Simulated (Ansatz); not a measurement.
Stepwise reaction of `[BH2][AlH2]` with hydrogen fluoride, as a gas-phase model of exchange steps in deposition or etching. ΔE in kJ/mol; ΔG adds harmonic PBE0-D4 terms to CCSD(T)/CBS, at 1 bar.

Program: Ansatz. Geometries: PBE0-D4/def2-TZVP. ΔE: electronic, gas phase. CCSD(T)/CBS is the MP2 limit (def2-TZVPP, def2-QZVPP) plus CCSD(T) − MP2 in def2-TZVPP, frozen cores. This one scheme is used for every species. Functionals use def2-TZVPP. B3LYP here is the variant with VWN-RPA as its local correlation; programs differ in this.

```csv
step,reaction,PBE-D4,B3LYP-D4,ωB97M-V,CCSD(T)/CBS,ΔG(500 K)
2,`F[BH][AlH2]` + H–F → `F[B](F)[AlH2]` + H₂,-156.4,-158.9,-159.6,-151.3,-148.3
```

Problem. Give the row of step 1, `[BH2][AlH2]` + H–F → `F[BH][AlH2]` + H₂. (Best estimate.)

Solution. The calculation gave: 
| step | reaction | PBE-D4 | B3LYP-D4 | ωB97M-V | CCSD(T)/CBS | ΔG(500 K) |
| --- | --- | --- | --- | --- | --- | --- |
| 1 | `[BH2][AlH2]` + H–F → `F[BH][AlH2]` + H₂ | -118.1 | -118.6 | -116.4 | -108.6 | -112.6 |

Problem. By hand: ΔE of the 2 steps together at CCSD(T)/CBS.

Solution. (-108.6) + (-151.3) = -259.9 kJ/mol, or -129.9 kJ/mol a step.

In ΔE each step is lower than the one before. All are downhill at CCSD(T)/CBS. ΔG lies between -148.3 and -112.6 kJ/mol a step. PBE-D4 differs from CCSD(T)/CBS by -9.5 to -5.1 kJ/mol a step. Isolated molecules leave out the surface, adducts and barriers. Largest T1 diagnostic: 0.014.
